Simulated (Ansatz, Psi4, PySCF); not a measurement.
Dimer: CH3F (SMILES CF) (first 5 atoms) with CH6Si (SMILES C[SiH3]); geometry from B3LYP-D3(BJ)/def2-TZVP.
(charge 0, multiplicity 1):
```xyz
13

C     -0.147    -0.134     0.508
F      1.002     0.152     1.239
H     -0.859     0.681     0.644
H      0.125    -0.228    -0.544
H     -0.571    -1.068     0.876
C     -0.666    -0.135     6.053
Si    -0.006    -0.013     4.299
H     -0.581     0.823     6.569
H     -0.109    -0.877     6.628
H     -1.718    -0.426     6.056
H     -0.782     0.993     3.535
H     -0.140    -1.323     3.616
H      1.421     0.382     4.311
```

Interaction energies are E(AB) − E(A) − E(B) at the monomers' geometry in the complex; basis-set methods are counterpoise corrected.

Frozen-core correlation.

Programs: Ansatz (Gaussian orbitals); Psi4 for SAPT; PySCF for the dispersion terms. Each number belongs to the level named beside it.

Question: Predict the interaction energy from PBE0-D4/def2-TZVPPD.

Answer: -54 meV

Question: Estimate the interaction energy that revPBE-D4/def2-TZVPPD returns for this input.

Answer: -41 meV

Question: What is the computed interaction energy (SAPT0/jun-cc-pV(D+d)Z)?

Answer: -30 meV

Ansatz is a first-principles code.
